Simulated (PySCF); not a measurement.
Proton affinity of trifluoromethanesulfonic acid, site by site

Parent: trifluoromethanesulfonic acid, `O=S(=O)(O)C(F)(F)F` (CHF3O3S). Numbering: `[O:1]=[S:2](=[O:3])([OH:4])[C:5]([F:6])([F:7])[F:8]`

These are calculated values, ωB97X-D3(BJ)/def2-TZVP in PySCF (grid level 2) at geometries from PBE0-D3(BJ)/def2-SVP. Thermal corrections: PBE0-D3(BJ)/def2-SVP frequencies, unscaled, ideal gas at 298.15 K and 1 bar, quasi-RRHO entropy.

| site | product | PA / kJ/mol | GB / kJ/mol | gas share | above best in toluene / kJ/mol |
| --- | --- | --- | --- | --- | --- |
| O1 (oxygen on the chalcogen) | `O=S(O)(=[OH+])C(F)(F)F` | 696 | 669 | > 99.9 % | 0.0 |
| O4 (hydroxyl oxygen) | `O=S(=O)([OH2+])C(F)(F)F` | 634 | 609 | < 0.1 % | 59.6 |

PA is −ΔH and GB is −ΔG of B + H⁺ → BH⁺ in the gas phase. Shares are Boltzmann weights among the listed products; an error of 10 kJ/mol changes a ratio about 56-fold. Sites whose products fell apart, merged with another or lost in a GFN2-xTB screen aren't listed. Values in solvent are IEF-PCM free energies relative to the most favourable product.

Among these, O1 (oxygen on the chalcogen) wins by 60 kJ/mol in gas-phase free energy over O4.

In toluene the product from O1 is solvated 145 kJ/mol more strongly than the parent (electrostatics only).

Measured values (NIST Chemistry WebBook, evaluated or the median of agreeing entries): proton affinity (−ΔH) 699 kJ/mol (computed 696, difference -3); gas-phase basicity (−ΔG) 667 kJ/mol (computed 669, difference 2). These are compared with the most favourable site that keeps the skeleton.

Hardware: 1 thread of Arm Neoverse N1, shared with other jobs. Command: `OMP_NUM_THREADS=1 python redox_run.py task.json out`. Structures, frequencies and single points: 33 min.
